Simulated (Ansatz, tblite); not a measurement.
Removing and adding an electron: Si₅H₂ (the lowest singlet isomer of a short search). The state is a singlet with charge 0. Geometry: B3LYP-D4/def2-SVP. Ansatz, gas phase; energy differences of separate SCF runs; the oxidised species was run as a doublet alone; the reduced species was run as a doublet alone.

Cartesian coordinates in Å:
```
Si -0.607 1.215 -0.710
Si 1.270 1.015 0.652
Si 0.220 -0.794 -1.546
Si 0.607 -1.215 0.710
Si -1.490 -0.222 0.895
H -1.194 2.390 -1.397
H 1.194 -2.390 1.397
```

The xTB rows come from tblite. HOMO above LUMO, or a gap near zero within one spin, warns that the state may not be the lowest or that an electron is smeared out. Another isomer (singlet) lies 0.08 eV lower at PBE0-D4/def2-TZVP; other spin states weren't run for this one.

| level | −HOMO (eV) | vertical IE (eV) | −LUMO (eV) | vertical EA (eV) | HOMO–LUMO gap (eV) | IE − EA (eV) | remarks |
| --- | --- | --- | --- | --- | --- | --- | --- |
| GFN1-xTB | 9.87 | 11.79 | 7.99 | 6.17 | 1.88 | 5.62 | – |
| GFN2-xTB | 7.16 | 9.62 | 5.73 | 3.38 | 1.43 | 6.24 | – |
| PBE-D4/def2-TZVP | 5.64 | 8.00 | 3.04 | – | 2.60 | – | – |
| PBE-D4/def2-TZVPD | 5.65 | – | 3.06 | 1.02 | 2.59 | – | HOMO above zero (-1 doublet), gap within one spin near zero (-1 doublet), restricted SCF unstable in HF (singlet) |
| r2SCAN-D4/def2-TZVP | 5.82 | 8.01 | 2.98 | – | 2.83 | – | restricted SCF unstable in HF (singlet) |
| r2SCAN-D4/def2-TZVPD | 5.82 | – | 2.99 | 1.04 | 2.83 | – | HOMO above zero (-1 doublet), restricted SCF unstable in HF (singlet) |
| PBE0-D4/def2-TZVP | 6.39 | 8.01 | 2.41 | – | 3.98 | – | restricted SCF unstable in HF (singlet) |
| PBE0-D4/def2-TZVPD | 6.40 | – | 2.43 | 1.05 | 3.97 | – | HOMO above zero (-1 doublet), restricted SCF unstable in HF (singlet) |

   A HOMO above zero means that the electron is unbound at that level or that self-interaction error raises the level; the energy of removing that electron tells which. Raw xTB energy differences between charge states are shifted by several eV; the methods need an empirical correction for them.
